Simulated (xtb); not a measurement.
H$_{3}$Cl$_{2}$HfOSi, charge +2, doublet, at the geometry of the source list (GFN-xTB shapes and energies of metal compounds can be far from the true ones) (the multiplicity is a formal guess); GFN2-xTB (xtb).

Input for xtb:
```
$ xtb mol.xyz --gfn 2 --chrg 2 --uhf 1 --json

# file mol.xyz
8

Hf     0.95880000     0.02130000     1.49190000
Cl     0.32810000    -0.74760000     3.48090000
Cl     1.31160000     2.18530000     1.86010000
O     -0.33520000    -0.11840000     0.17100000
Si    -0.55710000    -0.29870000    -1.49290000
H     -0.08010000     0.97970000    -2.05070000
H     -1.97430000    -0.58950000    -1.66540000
H      0.34820000    -1.43220000    -1.79480000
```

Problem. Predict the main parts of the log of this xtb run.

Solution. 
```
   ID    Z sym.   atoms
    1   72 Hf     1
    2   17 Cl     2, 3
    3    8 O      4
    4   14 Si     5
    5    1 H      6-8

           -------------------------------------------------
          |                Calculation Setup                |
           -------------------------------------------------

molecular fragmentation (1/2 indicates fragments):
11111112
# atoms in fragment 1/2:     7     1
 fragment masses (1/2) :      295.49        1.01
CMA distance (Bohr)    :   6.765
constraining FC (au)   :  0.0500

           -------------------------------------------------
          |                 G F N 2 - x T B                 |
           -------------------------------------------------

          ...................................................
          :                      SETUP                      :
          :.................................................:
          :  # basis functions                  47          :
          :  # atomic orbitals                  43          :
          :  # shells                           17          :
          :  # electrons                        29          :
          :  max. iterations                   250          :
          :  Hamiltonian                  GFN2-xTB          :
          :  restarted?                      false          :
          :  GBSA solvation                  false          :
          :  PC potential                    false          :
          :  electronic temp.          300.0000000     K    :
          :  accuracy                    1.0000000          :
          :  -> integral cutoff          0.2500000E+02      :
          :  -> integral neglect         0.1000000E-07      :
          :  -> SCF convergence          0.1000000E-05 Eh   :
          :  -> wf. convergence          0.1000000E-03 e    :
          :  Broyden damping             0.4000000          :
          :  net charge                          2          :
          :  unpaired electrons                  1          :
          ...................................................

 iter      E             dE          RMSdq      gap      omega  full diag
   1      3.3817596  0.338176E+01  0.396E+01    0.68       0.0  T
   2     -7.2779693 -0.106597E+02  0.353E+01    1.29       1.0  T
   3    -14.2711637 -0.699319E+01  0.204E+01    7.32       1.0  T
   4    -15.4222050 -0.115104E+01  0.169E+01    6.12       1.0  T
   5    -15.7895366 -0.367332E+00  0.161E+01    6.04       1.0  T
   6    -15.7821114  0.742521E-02  0.153E+01    5.93       1.0  T
   7    -15.9030168 -0.120905E+00  0.154E+01    6.11       1.0  T
   8    -16.0495740 -0.146557E+00  0.140E+01    5.63       1.0  T
   9    -16.2057861 -0.156212E+00  0.128E+01    5.12       1.0  T
  10    -16.9956343 -0.789848E+00  0.295E+00    1.72       1.0  T
  11    -16.9980567 -0.242236E-02  0.292E+00    1.76       1.0  T
  12    -16.9877967  0.102600E-01  0.308E+00    1.67       1.0  T
  13    -16.4981314  0.489665E+00  0.860E+00    1.37       1.0  T
  14    -16.4776978  0.204337E-01  0.877E+00    1.34       1.0  T
  15    -16.4361554  0.415424E-01  0.928E+00    1.33       1.0  T
  16    -16.6788589 -0.242703E+00  0.740E+00    1.82       1.0  T
  17    -16.8262753 -0.147416E+00  0.541E+00    2.21       1.0  T
  18    -16.9018933 -0.756180E-01  0.405E+00    2.84       1.0  T
  19    -16.8956439  0.624944E-02  0.402E+00    3.12       1.0  T
  20    -16.9011936 -0.554970E-02  0.385E+00    3.10       1.0  T
  21    -16.9283574 -0.271638E-01  0.365E+00    2.84       1.0  T
  22    -16.9897912 -0.614338E-01  0.250E+00    2.83       1.0  T
  23    -16.9267590  0.630323E-01  0.331E+00    2.99       1.0  T
  24    -16.9275381 -0.779112E-03  0.320E+00    3.05       1.0  T
  25    -16.9349387 -0.740061E-02  0.306E+00    3.07       1.0  T
  26    -16.9519118 -0.169732E-01  0.276E+00    3.09       1.0  T
  27    -17.0231928 -0.712810E-01  0.166E+00    2.94       1.0  T
  28    -17.0245043 -0.131148E-02  0.154E+00    2.97       1.0  T
[...]
         :: total energy             -16.973739882498 Eh    ::
[...]
        12        1.9763           -0.7714961             -20.9935
        13        1.9074           -0.7701295             -20.9563
        14        1.6278           -0.7684580             -20.9108
        15        1.4885           -0.7679180             -20.8961 (HOMO)
        16                         -0.6556655             -17.8416 (LUMO)
        17                         -0.6376344             -17.3509
        18                         -0.6354377             -17.2911
        19                         -0.6174716             -16.8023
        20                         -0.6068391             -16.5129
        21                         -0.5580097             -15.1842
        22                         -0.5446882             -14.8217
        23                         -0.5367733             -14.6063
        24                         -0.5319387             -14.4748
        25                         -0.3920715             -10.6688
        26                         -0.3882836             -10.5657
       ...                                ...                  ...
        43                          0.4417115              12.0196
      -------------------------------------------------------------
                  HL-Gap            0.1122525 Eh            3.0545 eV
             Fermi-level           -0.7398767 Eh          -20.1331 eV

     #   Z          covCN         q      C6AA      α(0)
     1  72 Hf       2.439     1.075   405.532    53.287
     2  17 Cl       0.732     0.173    93.903    14.822
     3  17 Cl       0.732     0.144    94.736    14.888
     4   8 O        1.466    -0.451    22.039     6.328
     5  14 Si       3.794     0.594    94.597    18.609
     6   1 H        0.915     0.150     1.393     1.846
     7   1 H        0.920     0.179     1.212     1.722
     8   1 H        0.913     0.135     1.499     1.915

 Mol. C6AA /au·bohr⁶  :       3186.619296
 Mol. C8AA /au·bohr⁸  :     268937.245813
 Mol. α(0) /au        :        113.417088

Wiberg/Mayer (AO) data.
largest (>0.10) Wiberg bond orders for each atom

 ---------------------------------------------------------------------------
     #   Z sym  total        # sym  WBO       # sym  WBO       # sym  WBO
 ---------------------------------------------------------------------------
     1  72 Hf   3.723 --     2 Cl   1.329     3 Cl   1.326     4 O    0.932
                             5 Si   0.114
     2  17 Cl   1.703 --     1 Hf   1.329     3 Cl   0.211     4 O    0.119
     3  17 Cl   1.707 --     1 Hf   1.326     2 Cl   0.211     4 O    0.118
     4   8 O    2.332 --     5 Si   1.049     1 Hf   0.932     2 Cl   0.119
                             3 Cl   0.118
     5  14 Si   3.330 --     4 O    1.049     6 H    0.701     8 H    0.696
                             7 H    0.691     1 Hf   0.114
     6   1 H    0.806 --     5 Si   0.701
     7   1 H    0.769 --     5 Si   0.691
     8   1 H    0.799 --     5 Si   0.696
 ---------------------------------------------------------------------------

Topologies differ in total number of bonds
Writing topology from bond orders to xtbtopo.mol

molecular dipole:
                 x           y           z       tot (Debye)
 q only:        1.471      -0.129       1.253
   full:        1.825      -0.315       1.600       6.222
molecular quadrupole (traceless):
                xx          xy          yy          xz          yz          zz
 q only:       -8.876       3.224     -13.104      16.797       3.554      21.980
  q+dip:       -8.206       3.135     -12.243      17.344       2.204      20.448
   full:       -7.267       2.329     -13.417      17.416       2.848      20.684

           -------------------------------------------------
          | TOTAL ENERGY              -16.973739882498 Eh   |
          | GRADIENT NORM               0.055176881304 Eh/α |
          | HOMO-LUMO GAP               3.054545100241 eV   |
           -------------------------------------------------

normal termination of xtb
```
